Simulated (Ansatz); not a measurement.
`[Br][GaH][Br]` and `[F][GaH][Br]` differ in one atom or group.

Ansatz, PBE0-D4/def2-TZVP geometries, multiplicity 1. 

Scalar relativity is left out up to krypton.

```json
{"property": "LUMO energy (B3LYP/def2-TZVPP) / eV", "`[Br][GaH][Br]`": "-2.12"}
{"property": "HOMO–LUMO gap (PBE/def2-TZVPP) / eV", "`[Br][GaH][Br]`": "4.61"}
{"property": "HOMO energy (PBE/def2-TZVPP) / eV", "`[Br][GaH][Br]`": "-7.24"}
{"property": "HOMO–LUMO gap (PBE0/def2-TZVPP) / eV", "`[Br][GaH][Br]`": "6.63"}
{"property": "zero-point energy (PBE0-D4/def2-TZVP) / kJ/mol", "`[Br][GaH][Br]`": "22.6"}
{"property": "HOMO energy (PBE0/def2-TZVPP) / eV", "`[Br][GaH][Br]`": "-8.51"}
```

Problem. Give the same properties after the change, and the shifts. (An estimate is asked.)

Solution. The calculation gave: 
```csv
property,`[F][GaH][Br]`,shift
LUMO energy (B3LYP/def2-TZVPP) / eV,-1.91,0.21
HOMO–LUMO gap (PBE/def2-TZVPP) / eV,5.07,0.46
HOMO energy (PBE/def2-TZVPP) / eV,-7.47,-0.23
HOMO–LUMO gap (PBE0/def2-TZVPP) / eV,7.16,0.53
zero-point energy (PBE0-D4/def2-TZVP) / kJ/mol,25.5,2.9
HOMO energy (PBE0/def2-TZVPP) / eV,-8.78,-0.27
```

With PBE0 the HOMO falls by 0.27 eV and the LUMO rises by 0.26 eV, so the gap widens by about 0.53 eV. PBE moves the HOMO by -0.23 eV and ωB97M-V by -0.30 eV.

B3LYP here is the variant with VWN-RPA as its local correlation; programs differ in this.

Spin–orbit coupling is left out; it splits and shifts lone-pair levels of the heavy atoms by tenths of an eV.
